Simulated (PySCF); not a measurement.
Stepwise substitution at one centre (Sn F-OCH3). All species are isolated molecules in the gas phase. One relaxed conformer stands for each flexible species; it need not be the lowest. Strings in code marks are SMILES.

The HOMO–LUMO gap from two functionals at the same geometries (PBE0-D3(BJ)/def2-SVP), both in PySCF: PBE-D3(BJ)/def2-TZVP and TPSSh-D3(BJ)/def2-TZVP. 

```json
[
 {"species": "0 of 4 F replaced by OCH3 (`[Sn]([F])([F])([F])[F]`)", "TPSSh-D3(BJ)/def2-TZVP (eV)": "6.84"},
 {"species": "1 of 4 F replaced by OCH3 (`[Sn]([F])([O]C)([F])[F]`)", "TPSSh-D3(BJ)/def2-TZVP (eV)": "4.66"},
 {"species": "2 of 4 F replaced by OCH3 (`C[O][Sn]([F])([O]C)[F]` (C–O–Sn–F torsion 56°, F–Sn–O–C torsion -58°))", "TPSSh-D3(BJ)/def2-TZVP (eV)": "4.78"},
 {"species": "3 of 4 F replaced by OCH3 (`[O]([Sn]([O]C)([F])[O]C)C`)", "TPSSh-D3(BJ)/def2-TZVP (eV)": "4.92"},
 {"species": "4 of 4 F replaced by OCH3 (`C[O][Sn]([O]C)([O]C)[O]C`)", "TPSSh-D3(BJ)/def2-TZVP (eV)": "5.02"}
]
```

Problem. What does PBE-D3(BJ)/def2-TZVP give for each?

Solution. 
- 0 of 4 F replaced by OCH3 (`[Sn]([F])([F])([F])[F]`): 5.31
- 1 of 4 F replaced by OCH3 (`[Sn]([F])([O]C)([F])[F]`): 3.33
- 2 of 4 F replaced by OCH3 (`C[O][Sn]([F])([O]C)[F]` (C–O–Sn–F torsion 56°, F–Sn–O–C torsion -58°)): 3.45
- 3 of 4 F replaced by OCH3 (`[O]([Sn]([O]C)([F])[O]C)C`): 3.60
- 4 of 4 F replaced by OCH3 (`C[O][Sn]([O]C)([O]C)[O]C`): 3.69
Over these rows, drawn at random from the members with no instability flagged (it was tested for open shells, ions and some series alone), PBE minus TPSSh-D3(BJ): mean -1.37 eV, from -1.53 eV to -1.32 eV.
